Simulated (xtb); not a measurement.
Species: C₂H₅NO, SMILES `COC=N` (charge 0, multiplicity 1).

Give a relaxed geometry from GFN2-xTB run with xtb.

Several could match; the one computed here: the end point of this relaxation, one of several conformers (outside a Z-matrix the atoms follow the SMILES, hydrogens last).
Bonded distances (Å): C1–O2 1.415, C1–H5 1.088, C1–H6 1.095, C1–H7 1.095, O2–C3 1.345, C3–N4 1.248, C3–H8 1.085, N4–H9 1.017. Bond angles (°): O2–C1–H5 106.1, O2–C1–H6 111.1, O2–C1–H7 111.1, H5–C1–H6 109.5, H5–C1–H7 109.5, H6–C1–H7 109.5, C1–O2–C3 117.8, O2–C3–N4 131.4, O2–C3–H8 109.8, N4–C3–H8 118.9, C3–N4–H9 116.2.
